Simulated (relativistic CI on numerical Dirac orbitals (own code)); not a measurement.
**What each ingredient does to the levels of Ba37+**

Base calculation: Dirac-Coulomb-Breit CI, orbitals from a KLI potential per configuration, model QED (radiative potential, 1s self-energy scaled to tabulated hydrogen-like ionisation energies), unscaled Slater integrals.

CI space (outside the closed core [Ne]): 3s2 3p6 3d, 3s2 3p5 3d2, 3s 3p6 3d2, 3s2 3p6 4s, 3s2 3p6 4p, 3s2 3p6 4d, 3s2 3p5 3d 4s, 3s2 3p6 4f, 3s2 3p5 3d 4p, 3p6 3d3, 3p5 3d4, 3p5 3d3 4s. Double excitations out of closed p, d and f shells are left out; levels of such configurations are missing from the list, as are those of other unlisted configurations, and high levels can miss mixing partners. These lack a partner that the ground configuration has and come out too high: 3s2 3p5 3d 4p.

The lowest level and the first level of each name with at least 55 % of one term (blank where a level has no safe partner in the second run):

```
               Level  Base (eV)  Shift (eV)
   3s2 3p6 3d 2D_3/2      0.000       0.000
   3s2 3p6 3d 2D_5/2     20.207     -20.207
 3s2 3p5 3d2 4D°_1/2    172.117     -13.871
 3s2 3p5 3d2 4D°_3/2    173.175     -14.929
 3s2 3p5 3d2 4G°_9/2    194.254     -27.814
3s2 3p5 3d2 4G°_11/2    200.548     -34.107
3s2 3p5 3d2 2H°_11/2    217.317     -34.802
 3s2 3p5 3d2 2G°_9/2    225.528     -45.059
 3s2 3p5 3d2 2P°_1/2    227.782     -48.685
 3s2 3p5 3d2 2F°_5/2    230.154     -55.264
   3s 3p6 3d2 4F_3/2    412.422    -109.989
   3s 3p6 3d2 4F_5/2    417.630    -115.198
   3s 3p6 3d2 4P_1/2    430.283    -117.243
   3s 3p6 3d2 4F_7/2    431.010    -128.577
```

At this charge energies of transitions that change n are usually good to better than 1 %, and those within a shell (Δn = 0) to a few per cent.

Problem. One thing was changed in a second run, which moved the levels as shown. Which?
A. configuration mixing switched off
B. QED terms removed
C. valence Slater integrals scaled by 0.9
D. one mean potential for all configurations
E. Breit term removed
F. non-relativistic limit

Solution. F. Non-relativistic limit. Without relativity the fine structure collapses and s electrons lose their extra binding.

LS names give the leading component of a level, which can be under half, so a name can repeat, a term be missing and a line seem to break the LS rules.
